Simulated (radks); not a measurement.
Question: The table gives one normalised radial function P(r) = r R(r) of Ga5+ in [Ar] 3d8 (r in bohr). Method: scalar-relativistic Kohn-Sham, SCAN, spin-polarised, spherical densities, finite nucleus; open shells are filled with parallel spins first; meta-GGA in the generalised Kohn-Sham scheme; Fermi nuclear charge, rms radius 3.9973 fm; computed with a radial shooting solver on a logarithmic mesh with Libxc functionals.

r           P
0.002048   0.0017
0.002603   0.0026
0.003283   0.0041
0.00414    0.0062
0.005221   0.0096
0.006637   0.0149
0.00837    0.0227
0.01056    0.0345
0.01331    0.0520
0.01692    0.0786
0.02134    0.1158
0.02691    0.1676
0.03421    0.2401
0.04315    0.3301
0.05441    0.4375
0.06862    0.5530
0.08724    0.6585
0.11       0.7117
0.1387     0.6715
0.175      0.4929
0.2224     0.1421
0.2805    -0.3272
0.3538    -0.8206
0.4461    -1.1986
0.5672    -1.3368
0.7153    -1.1968
0.902     -0.8758
1.147     -0.5050
1.446     -0.2308
1.824     -0.0777
2.3       -0.0180

Which n and l does it have? It may be an empty orbital.

Answer: n = 3, l = 1: the number of nodes gives n - l - 1 = 1, the rise at small r (about r^(l+1)) gives l, and the extent must fit the shell. The curve is that of 3p up; the table hardly tells the two spins apart. 3p up: eigenvalue -187.68 eV, 1 radial node at r = 0.240 bohr, <r> = 0.659 bohr, 90 % of the charge inside 1.01 bohr.
